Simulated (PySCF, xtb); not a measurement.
BiBr2, SMILES [Br][Bi+][Br] (connectivity only; charge and spin as stated), charge +1, multiplicity 1.

GFN2-xTB (xtb 6.7.1) at its own geometry gives an orbital gap of 1.52 eV.

Coordinates come from a B3LYP-D3(BJ)/def2-SVP optimisation. The spin state was assumed, not searched. The isomer is the one that the SMILES or the coordinates give; other isomers of the formula were not compared. The def2 effective core potentials stand for the cores of Bi; spin–orbit coupling is left out.

### Question
What does B3LYP/def2-TZVPD run with PySCF give? (An estimate is asked for; the answer gives what the named calculation found.)

### Answer
gap 3.28 eV (levels -13.35 and -10.06 eV).
